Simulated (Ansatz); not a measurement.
Sn₂F⁺: single points at one geometry.

```yaml
crystal:
  periodic: [false, false, false]
  atoms:
    - {symbol: Sn, position_ang: [1.069110, 0.126064, -1.266502]}
    - {symbol: Sn, position_ang: [-1.430162, 0.341158, 0.414070]}
    - {symbol: F, position_ang: [0.361042, -0.467223, 0.852432]}
basis:
  gaussian: {orbitals: def2-TZVP, initial_orbitals: start.molden}
total_charge: 1
magnetization: {spin_polarized: true, initial_magnetization: 4}
hamiltonian: {xc: pbe}
correlation: {method: rpa}
scf: {omitted_lower_state_checks: [starts]}
```

The file start.molden holds the orbitals of an earlier run on this structure, at another level or in another basis.

```sh
$ ansatz run in.yaml --threads 4 --pin off --events-out ev --progress --plain --max-ram 3916MiB
```

Shortened log:

```
Functional definition: PBE
1170 factors; integrals over basis functions are off by at most 7.7e-4 eV
mean field evaluation 1: about -14367.6189 eV, gradient 5.3e0 eV
mean field evaluation 2: about -14367.7368 eV, gradient 2.1e-1 eV
mean field evaluation 4: about -14367.7366 eV, gradient 2.4e-2 eV
mean field evaluation 8: about -14367.7366 eV, gradient 2.5e-6 eV
mean field -14367.73662608 eV, -528.0045822066 hartree, gradient 2.5e-6 eV, S^2 6.003179; 0 other end points of the search recorded, 0 dependent functions left out
9 core orbitals not correlated: weight in the atoms' cores, before any rotation towards them, 1.000 or more for the frozen orbitals, at most 0.000 for the correlated occupied ones
reference -14307.95859841 eV, -525.8077802088 hartree; 19, 15 occupied and 103, 107 virtual orbitals, 1170 factors
Total energy: -14338.37358595 eV, -526.9255103849 hartree
Checks for a lower state left out: starts
```

It took 3.6 s on 4 threads of Arm Neoverse V2 on a shared host.

As the first input, with `hamiltonian: {xc: {name: BHLYP}, dispersion: d4}`, `output: {orbitals: {seedname: orbitals}}` and without the key `correlation` (abridged; 3.2 s):

```
Functional definition: BHLYP
mean field -14365.46827874 eV, -527.9212219795 hartree, gradient 3.6e-5 eV, S^2 6.010983
Total energy: -14365.63922950 eV, -527.9275043041 hartree
Checks for a lower state left out: starts
```

As the first input, with `hamiltonian: {xc: r2scan, dispersion: d4}`, `output: {orbitals: {seedname: orbitals}}` and without the key `correlation` (abridged; 3.6 s):

```
Functional definition: r2SCAN
mean field -14373.65568136 eV, -528.2221034764 hartree, gradient 2.5e-5 eV, S^2 6.008388
Total energy: -14373.67098914 eV, -528.2226660269 hartree
Checks for a lower state left out: starts
```

First input, but with `hamiltonian: {xc: {name: r2SCAN0}, dispersion: d4}`, `output: {orbitals: {seedname: orbitals}}` and without the key `correlation` (abridged; 4.3 s):

```
Functional definition: r2SCAN0
mean field -14371.68439659 eV, -528.1496600972 hartree, gradient 3.2e-5 eV, S^2 6.012283
Total energy: -14371.70501855 eV, -528.1504179401 hartree
Checks for a lower state left out: starts
```

The first input with `hamiltonian: {xc: {text: "exchange = 0.90*pbe_x + 0.10*exact_x\ncorrelation = pbe_c"}}`, `output: {orbitals: {seedname: orbitals}}` and without the key `correlation` (abridged; 2.3 s):

```
Functional definition: unnamed
mean field -14367.81340905 eV, -528.0074039289 hartree, gradient 1.8e-5 eV, S^2 6.004324
Total energy: -14367.81345434 eV, -528.0074055933 hartree
Checks for a lower state left out: starts
```

First input, but with `hamiltonian: {xc: pbe0, dispersion: d4}`, `output: {orbitals: {seedname: orbitals}}` and without the key `correlation` (abridged; 2.5 s):

```
Functional definition: PBE0
mean field -14368.00208315 eV, -528.0143375740 hartree, gradient 1.6e-5 eV, S^2 6.006715
Total energy: -14368.07585892 eV, -528.0170487837 hartree
Checks for a lower state left out: starts
```

As the first input, with `hamiltonian: {xc: {text: "exchange = 0.50*pbe_x + 0.50*exact_x\ncorrelation = pbe_c"}}`, `output: {orbitals: {seedname: orbitals}}` and without the key `correlation` (abridged; 2.7 s):

```
Functional definition: unnamed
mean field -14368.50944702 eV, -528.0329828527 hartree, gradient 2.2e-5 eV, S^2 6.012151
Total energy: -14368.50947259 eV, -528.0329837920 hartree
Checks for a lower state left out: starts
```

Geometry: r2SCAN-D4/def2-TZVP.

In the def2 sets Sn takes a core potential; there is no spin–orbit coupling. Correlated methods freeze 9 core orbitals; core or outer-core shells of Sn are correlated, in sets that lack core-valence functions. At PBE0-D4/def2-TZVP a broken-symmetry singlet of charge 1 lies 4.97 eV below the quintet, each at its own geometry. The structure comes from a short search, and lower isomers may exist.
